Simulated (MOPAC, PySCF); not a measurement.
Pair of molecules: C2H4 (SMILES C=C) (first 6 atoms) with CHN (SMILES C#N); geometry from B3LYP-D3(BJ)/def2-TZVP, rigid monomers moved along the line of their centres of mass till C2···H9 is 2.40 Å.
(charge 0, multiplicity 1):
```xyz
9

C     -0.0870     0.6368     0.2230
C     -0.2279    -0.6784     0.1258
H      0.8824     1.1136     0.1394
H     -0.9366     1.2908     0.3792
H     -1.1986    -1.1542     0.1987
H      0.6205    -1.3315    -0.0411
C      0.2516    -0.3132     3.5107
N      0.3903    -0.4133     4.6445
H      0.1222    -0.2197     2.4508
```

Monomers are frozen at their geometry in the pair; levels with a basis set take the counterpoise correction. Rows marked so take none.

Rows in 6-31G*, STO-3G carry no dispersion term and start afresh at each structure (6-31G* with six Cartesian d functions). The state that PM3, PM7 reach isn't checked; PM7 holds dispersion and hydrogen-bond terms.

Programs: MOPAC for PM3, PM7 (differences of heats of formation); PySCF for 6-31G* rows, STO-3G rows. 

One of these levels gives -1.28 kcal/mol for the interaction energy. Which one is it?
(A) HF/STO-3G (no counterpoise)
(B) PM3
(C) PM7
(D) HF/6-31G* (no counterpoise)

C, PM7. The others give -1.73 (PM3), -0.47 (HF/STO-3G (no counterpoise)), -0.95 (HF/6-31G* (no counterpoise))
